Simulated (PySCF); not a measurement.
bromobenzene, C6H5Br

Geometry (Å), atoms numbered from 1 in this order:
```xyz
12

Br    2.4064   -0.8220    0.0629
C     0.5693   -0.3842    0.0545
C     0.1853    0.9561    0.0492
C    -1.1722    1.2720    0.0431
C    -2.1330    0.2619    0.0422
C    -1.7329   -1.0735    0.0475
C    -0.3793   -1.4059    0.0536
H     0.9428    1.7415    0.0500
H    -1.4777    2.3210    0.0390
H    -3.1952    0.5158    0.0374
H    -2.4798   -1.8709    0.0468
H    -0.0591   -2.4491    0.0578
```

The calculation used TDDFT CAM-B3LYP/def2-TZVPD excited states, vertical, gas phase in PySCF. Geometry: PBE0-D3(BJ)/def2-SVP.

The calculation is non-relativistic, which matters for the atoms heavier than Zn. Singlets 6 and 7 lie within 0.01 eV of each other, so their separate moments and overlaps can depend on how they mix.

**Question.** How strongly do the lowest singlets absorb one photon, and two photons of half the energy?

**Answer.** δ for parallel linear polarisation; σ at the peak of a Lorentzian of half width 0.1 eV, single beam; Ω is circular over linear.
```csv
state,E (eV),f,photon λ (nm),δ (au),σ (GM),Ω,main
S1,5.28,0.002,470,6.38,0.07,1.50,"HOMO→LUMO+1 0.64, HOMO−1→LUMO 0.33"
S2,5.72,0.000,434,8.3,0.10,1.50,"HOMO→LUMO+2 0.68, HOMO→LUMO+5 0.14"
S3,5.83,0.112,426,46.9,0.58,0.85,"HOMO→LUMO 0.79, HOMO−1→LUMO+1 0.19"
S4,6.63,0.022,374,6.63,0.11,1.50,HOMO→LUMO+3 0.83
S5,6.65,0.176,373,13.7,0.22,1.50,"HOMO−1→LUMO 0.37, HOMO−2→LUMO+2 0.23"
S6,6.73,0.000,369,25.2,0.42,1.50,"HOMO−1→LUMO+2 0.81, HOMO−1→LUMO+3 0.09"
```

Among these, the strongest one-photon state is S5, the strongest two-photon state S3, with a dipole change of 1.6 D (relaxed, norm of the difference vector).
